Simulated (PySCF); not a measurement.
Job file and geometry (Å, from PBE0-D3(BJ)/def2-SVP) of a spin–spin coupling run on `[CH2]1CC[CH2][GaH]1`, C$_{4}$H$_{9}$Ga, PySCF, B3LYP/pcJ-1 Ga:pcSseg-1 indirect spin-spin coupling, non-relativistic, gas phase; density fitting, a coarse starting grid and PySCF grid level 2 are the driver's defaults:

```
{"job": {"kind": "j", "xc": "B3LYP", "basis": "pcJ-1"}, "charge": 0, "multiplicity": 1}
C      0.279009    -1.130231     0.291434
C     -1.049430    -0.544277    -0.215399
C     -1.163730     0.946939     0.132354
Ga     0.714537     1.553863    -0.079995
C      1.470394    -0.279442    -0.171772
H      0.372607    -2.183792    -0.024304
H      0.253054    -1.147683     1.396723
H     -1.086847    -0.665103    -1.313855
H     -1.896870    -1.129868     0.181238
H     -1.447876     1.080666     1.193428
H     -1.923045     1.478507    -0.460410
H      1.369197     2.976879    -0.149455
H      1.717818    -0.495066    -1.228557
H      2.389832    -0.462333     0.404230
```

**Question.** What does the program print?

**Answer.** 
```
coarse grid: 50384 points
cycle   1  E = -2082.4011061792  dE = -2.247e-01  |g| = 1.141e+00  |ddm| = 3.078e+00
cycle   2  E = -2082.2244565280  dE =  1.766e-01  |g| = 1.492e+00  |ddm| = 1.573e+00
cycle   3  E = -2082.5455047805  dE = -3.210e-01  |g| = 1.193e-01  |ddm| = 1.089e+00
cycle   4  E = -2082.5486132629  dE = -3.108e-03  |g| = 6.261e-02  |ddm| = 1.545e-01
cycle   5  E = -2082.5493908939  dE = -7.776e-04  |g| = 6.960e-03  |ddm| = 5.038e-02
cycle   6  E = -2082.5494010943  dE = -1.020e-05  |g| = 6.054e-04  |ddm| = 7.747e-03
cycle   7  E = -2082.5494012133  dE = -1.189e-07  |g| = 9.625e-05  |ddm| = 9.560e-04
final grid: 106472 points
cycle   8  E = -2082.5493923299  dE = -3.633e-08  |g| = 8.408e-05  |ddm| = 1.500e-03
cycle   9  E = -2082.5493923289  dE =  1.040e-09  |g| = 1.080e-04  |ddm| = 2.049e-04
cycle  10  E = -2082.5493923320  dE = -3.111e-09  |g| = 1.259e-05  |ddm| = 1.017e-04
cycle  11  E = -2082.5493923320  dE = -3.183e-11  |g| = 3.822e-06  |ddm| = 1.483e-05
converged SCF energy = -2082.5493923320

Indirect spin-spin couplings (Hz)
  i      j    bonds     total        FC       PSO       DSO        SD
  0 C    1 C    1     35.795    35.992    -0.449     0.252         -
  0 C    2 C    2      1.360     1.495    -0.195     0.060         -
  0 C    4 C    1     34.701    34.921    -0.498     0.278         -
  0 C    5 H    1    136.467   134.650     0.892     0.925         -
  0 C    6 H    1    128.691   126.700     0.979     1.012         -
  0 C    7 H    2     -4.142    -4.257     0.079     0.037         -
  0 C    8 H    2     -0.915    -0.965     0.090    -0.040         -
  0 C    9 H    3      0.407     0.318     0.058     0.030         -
  0 C   10 H    3     11.678    11.679     0.379    -0.380         -
  0 C   11 H    3      4.831     5.478     0.227    -0.874         -
  0 C   12 H    2     -3.333    -3.494     0.127     0.033         -
  0 C   13 H    2     -0.908    -1.066     0.195    -0.038         -
  1 C    2 C    1     34.709    34.930    -0.499     0.278         -
  1 C    4 C    2      1.361     1.496    -0.195     0.060         -
  1 C    5 H    2     -0.912    -0.963     0.090    -0.040         -
  1 C    6 H    2     -4.137    -4.252     0.079     0.037         -
  1 C    7 H    1    128.703   126.712     0.979     1.012         -
  1 C    8 H    1    136.468   134.651     0.892     0.925         -
  1 C    9 H    2     -3.330    -3.490     0.127     0.033         -
  1 C   10 H    2     -0.903    -1.061     0.195    -0.038         -
  1 C   11 H    3      4.829     5.476     0.227    -0.875         -
  1 C   12 H    3      0.402     0.314     0.058     0.030         -
  1 C   13 H    3     11.670    11.671     0.379    -0.380         -
  2 C    4 C    2      9.582     9.809    -0.214    -0.014         -
  2 C    5 H    3      8.695     8.674     0.374    -0.352         -
  2 C    6 H    3      2.656     2.473     0.044     0.139         -
  2 C    7 H    2     -1.726    -1.952     0.128     0.098         -
  2 C    8 H    2     -3.095    -3.277     0.192    -0.010         -
  2 C    9 H    1    127.622   124.791     1.664     1.167         -
  2 C   10 H    1    142.081   139.592     1.392     1.097         -
  2 C   11 H    2     22.545    23.575    -0.010    -1.020         -
  2 C   12 H    3     -0.897    -0.741     0.124    -0.280         -
  2 C   13 H    3      2.169     2.390     0.241    -0.461         -
  4 C    5 H    2     -3.096    -3.277     0.192    -0.010         -
  4 C    6 H    2     -1.727    -1.953     0.128     0.098         -
  4 C    7 H    3      2.653     2.469     0.044     0.140         -
  4 C    8 H    3      8.691     8.669     0.374    -0.352         -
  4 C    9 H    3     -0.896    -0.741     0.124    -0.279         -
  4 C   10 H    3      2.168     2.389     0.241    -0.461         -
  4 C   11 H    2     22.556    23.585    -0.010    -1.020         -
  4 C   12 H    1    127.624   124.794     1.664     1.167         -
  4 C   13 H    1    142.031   139.541     1.393     1.097         -
  5 H    6 H    2    -14.346   -14.806     2.096    -1.636         -
  5 H    7 H    3      5.395     5.206     0.123     0.067         -
  5 H    8 H    3      2.093     2.001     0.300    -0.209         -
  5 H    9 H    4     -0.386    -0.443     1.468    -1.411         -
  5 H   10 H    4      1.590     1.601     1.642    -1.653         -
  5 H   11 H    4      2.993     4.371     1.174    -2.552         -
  5 H   12 H    3      9.783     9.482     0.045     0.255         -
  5 H   13 H    3      1.019     0.816     0.868    -0.665         -
  6 H    7 H    3     15.741    15.581     2.587    -2.428         -
  6 H    8 H    3      5.395     5.206     0.123     0.067         -
  6 H   10 H    4     -0.451    -0.443     1.568    -1.576         -
  6 H   11 H    4     -2.028    -0.196     0.773    -2.605         -
  6 H   12 H    3     16.104    15.880     2.524    -2.299         -
  6 H   13 H    3      7.456     7.070    -0.004     0.391         -
  7 H    8 H    2    -14.335   -14.795     2.097    -1.637         -
  7 H    9 H    3     16.109    15.885     2.524    -2.300         -
  7 H   10 H    3      7.447     7.060    -0.003     0.389         -
  7 H   11 H    4     -2.029    -0.196     0.774    -2.606         -
  7 H   13 H    4     -0.452    -0.444     1.568    -1.576         -
  8 H    9 H    3      9.769     9.468     0.046     0.255         -
  8 H   10 H    3      1.022     0.819     0.868    -0.665         -
  8 H   11 H    4      2.997     4.375     1.174    -2.553         -
  8 H   12 H    4     -0.388    -0.444     1.468    -1.412         -
  8 H   13 H    4      1.586     1.597     1.641    -1.653         -
  9 H   10 H    2    -16.536   -17.646     2.456    -1.346         -
  9 H   11 H    3     -3.928    -2.174     0.673    -2.427         -
  9 H   12 H    4     -0.708    -0.133     1.452    -2.026         -
  9 H   13 H    4      0.703     1.129     0.882    -1.308         -
 10 H   11 H    3     -3.497    -2.162     0.527    -1.862         -
 10 H   12 H    4      0.702     1.129     0.883    -1.309         -
 10 H   13 H    4     -1.147    -0.444     1.500    -2.204         -
 11 H   12 H    3     -3.928    -2.174     0.674    -2.429         -
 11 H   13 H    3     -3.494    -2.160     0.526    -1.861         -
 12 H   13 H    2    -16.553   -17.664     2.454    -1.344         -
```

Size and cost of the density-fitted run: 239 basis functions, 34 s wall time on 1 thread of an x86-64 server CPU, shared host.
